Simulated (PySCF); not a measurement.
Compound: C4H9B2F.
Structure used (GFN2-xTB), in Å, numbered top down from 1:
```xyz
16
C4H9B2F angstrom
F      1.070    2.259    1.563
B      0.588    1.435    0.634
B     -0.940    1.432   -0.028
C     -1.558   -0.012   -0.194
C     -0.576   -1.153    0.107
C      0.790   -0.887   -0.530
C      1.542    0.232    0.205
H     -1.531    2.324   -0.509
H     -2.450   -0.131    0.428
H     -1.920   -0.122   -1.222
H     -0.446   -1.254    1.187
H     -0.978   -2.097   -0.268
H      0.640   -0.604   -1.575
H      1.386   -1.803   -0.519
H      1.993   -0.177    1.115
H      2.383    0.569   -0.406
```

The closed-shell ground state was solved at several levels (PySCF, density fitting, gas phase, non-relativistic).

```tsv
level	basis functions	total energy (Eh)	HOMO (eV)	LUMO (eV)	gap (eV)	dipole (D)
B3LYP/pcJ-1	279	-307.4416	-7.23	-2.48	4.75	1.50
PBE0/pcSseg-1	164	-307.0205	-7.41	-2.29	5.12	1.51
```

(1) What might CAM-B3LYP/def2-SVPD (215 basis functions) give for the same quantities?

(2) Over all these levels, which gives the widest orbital gap and which the narrowest?

(3) How far do the dipole and the HOMO energy spread over the levels?

Answers

(1) Total energy -307.0484 Eh, HOMO -8.86 eV, LUMO -1.16 eV, gap 7.70 eV, dipole 1.65 D.

(2) CAM-B3LYP/def2-SVPD (range-separated hybrid) has the widest, 7.70 eV, and B3LYP/pcJ-1 (global hybrid, 20 % exact exchange) the narrowest, 4.75 eV. Functional and basis both differ between the two, so the spread mixes both effects.

(3) The dipole runs from 1.50 to 1.65 D (mean 1.55 D) and the HOMO from -8.86 to -7.23 eV.

One conformer stands for the species.
